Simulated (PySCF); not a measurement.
Simulation results for B₂H₅NSi

Calculation on a computer-drawn molecule: optimised geometry and harmonic frequencies of an isolated molecule of the commonest isotopes, restricted reference for singlets and unrestricted otherwise, frozen core in MP2. Program: PySCF 2.14.0.

## B₂H₅NSi

Start structure:
```xyz
9
B2H5NSi
B     -0.0958     2.7627    -0.2455
Si    -1.9574     2.2069    -0.1584
B     -2.0915     0.4414    -0.9782
N     -2.1747    -0.6304    -1.4861
H      0.3581     3.3777    -1.1913
H      0.7236     2.4878     0.6078
H     -2.4290     2.1504     1.2362
H     -2.9540     3.0696    -0.8373
H     -2.1984    -1.6034    -1.9148
```

It was run with charge 0, multiplicity 1, method HF and basis cc-pV(D+d)Z.

Drawn bonds:
```csv
atom,other atom,order
1,2,1
2,3,1
3,4,2
1,5,1
1,6,1
2,7,1
2,8,1
4,9,1
```

Q: B₂H₅NSi: rotational constants?
A: 12.6, 2.895, 2.47 GHz

Further results for B₂H₅NSi:

- total energy: -395.6454 hartree
- convergence status largest gradient component: 2.919e-05 hartree/bohr

Optimised structure:
```xyz
9
B2H5NSi
B     -0.0452     2.8001    -0.2531
Si    -1.9963     2.2207    -0.1303
B     -2.1224     0.3994    -0.9775
N     -2.1648    -0.7118    -1.5015
H      0.3613     3.4105    -1.2017
H      0.7400     2.5043     0.6036
H     -2.4667     2.1101     1.2719
H     -2.9098     3.1328    -0.8604
H     -2.2153    -1.6033    -1.9186
```

Modes:
```csv
frequency (cm⁻¹),reduced mass (dalton)
89.43,1.038
114.9,3.527
264,2.684
345.5,4.278
460.3,1.092
523.6,8.208
554.6,1.234
555.6,1.225
652.7,3.975
679.1,1.377
806.8,1.22
829.7,1.196
974.9,1.353
1029,1.056
1261,1.145
2071,7.717
2299,1.051
2304,1.03
2682,1.053
2764,1.126
4081,1.102
```
